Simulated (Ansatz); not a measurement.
`[InH2][CH]1BO1` + silanol → `[SiH3][O][InH2]` + `B1CO1` at 700 K and 1 bar (ligand exchange at the In–C bond).

Isolated molecules relaxed with PBE0-D4/def2-TZVP in Ansatz; ΔE leaves out vibrations. CCSD(T)/CBS adds triple-zeta CCSD(T) − MP2 to the extrapolated MP2 energy (def2 sets, frozen cores). Elements past krypton have def2 core potentials. For In outer-core shells are correlated without core-valence functions, which leaves a few kJ/mol of doubt a bond.

```tsv
species	CCSD(T)/CBS energy (Eh)	H − E (kJ/mol)	S (J/(mol·K))
`[InH2][CH]1BO1`	-330.18240	179.0	426.3
`O[SiH3]`	-366.69042	144.6	321.6
`[SiH3][O][InH2]`	-557.10255	174.0	443.4
`B1CO1`	-139.80191	150.0	304.8
```

H − E and S are ideal-gas, rigid-rotor, harmonic terms from PBE0-D4/def2-TZVP, for one conformer and one mirror image of each species. 1 Eh = 2625.50 kJ/mol, R = 8.31446 J/(mol·K).

Problem. By hand: ΔE, ΔH, ΔS and ΔG.

Solution. ΔE = (-557.10255) + (-139.80191) − (-330.18240) − (-366.69042) = -0.03164 Eh = -83.1 kJ/mol. Δ(H − E) = 174.0 + 150.0 − 179.0 − 144.6 = 0.4, so ΔH = -82.7 kJ/mol. ΔS = 443.4 + 304.8 − 426.3 − 321.6 = 0.3 J/(mol·K). ΔG = -82.7 − 700 × (0.3)/1000 = -82.9 kJ/mol.

Problem. By hand: the equilibrium constant, and the temperature at which ΔG would vanish if ΔH and ΔS stayed fixed.

Solution. log₁₀ K = −ΔG/(RT ln 10) = 6.2. ΔH and −TΔS have one sign here, so there is no such temperature. One of them is within its doubt of zero, so this could turn.

The number of gas molecules stays the same, so ΔS is small and ΔH decides. A doubt of 5 kJ/mol in ΔE shifts log₁₀ K by 0.4 here. Other conformers and mirror images would add mixing entropy, several J/(mol·K) or more a flexible species. Modes under 60 cm⁻¹, often nearly free rotors, make the harmonic entropy too high. These are equilibria of isolated gas molecules and say nothing of rates. Largest T1 diagnostic: 0.016 (customary marks: 0.02 for closed shells, 0.045 for open ones).
